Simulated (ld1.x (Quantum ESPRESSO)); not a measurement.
Before and after: TM potential for Tl (Z = 81)

ld1.x (Quantum ESPRESSO) 7.5 input, shortened:

```
&input
   title='Tl', zed=81., rel=1, dft='PBE', iswitch=3,
   config='[Xe] 4f14 5d10 6s2 6p1 6d-2'
 /
 &inputp
   pseudotype=2, tm=.true., lloc=-1, rcloc=2.25,
   nlcc=.true.
 /
3
6S  1  0   2.00   0.00  2.25  2.25  0.0
6P  2  1   1.00   0.00  2.35  2.35  0.0
6D  3  2  -2.00   0.25  2.55  2.55  0.0
 &test
   configts(1)='6s2 6p1'
 /
```

All-electron outer shells of the reference configuration (PBE, scalar-relativistic, ld1.x):

| shell | level (eV) | outermost node (bohr) | outermost maximum (bohr) |
| --- | --- | --- | --- |
| 5p | -76.10 | 0.50 | 0.91 |
| 5d | -15.49 | 0.53 | 1.11 |
| 6s | -9.55 | 1.04 | 2.08 |
| 6p | -2.37 | 1.23 | 2.91 |

Change: wave 6p (bound): rc 2.35 bohr becomes 6p (bound): rc 3.44 bohr.

Cutoffs: the cutoffs (Ry, on a coarse ladder) from which the occupation-weighted sum of valence levels, in a spherical-Bessel basis at the reference potential, stays within 10 and 1 mRy of its value at 400 Ry; they do not see the model core or the augmentation charge, which bear on the density cutoff. Errors are all-electron minus pseudo energies relative to the spin-unpolarised reference configuration.

Q: What does the change do?

A: The potential gets softer (18 Ry and 30 Ry → 12 Ry and 30 Ry); both files keep a bound ghost (d); of the 7 tests that both files solve, the error grows in 0 and shrinks in 2 by more than 15 % and 0.3 meV (median size 46.8 → 36.5 meV). A larger radius leaves more room for a smooth pseudo-wave, so fewer plane waves are needed.

```csv
quantity,base,changed
"cutoff, loose",18 Ry,12 Ry
"cutoff, tight",30 Ry,30 Ry
bound ghosts,d,d
"error for 6s2 6p0, meV [ΔE 5.17 eV]",-29,-32
"error for 6s1 6p0, meV [ΔE 25.95 eV]",-382,-396
"error for 6s2 6p0.5, meV [ΔE 1.85 eV]",-5.1,-5.4
"error for 6s2 6p1.3, meV [ΔE -0.49 eV]",-0.4,-0.3
"error for 6s1 6p2, meV [ΔE 7.40 eV]",-47,-37
"error for 6s1 6p1, meV [ΔE 13.44 eV]",-123,-114
"error for 6s0 6p3, meV [ΔE 15.21 eV]",-179,-130
```

 A true bound ghost makes a file unfit for plane-wave use even where its test errors are small: the radial tests pick states by their node count and pass the ghost by.
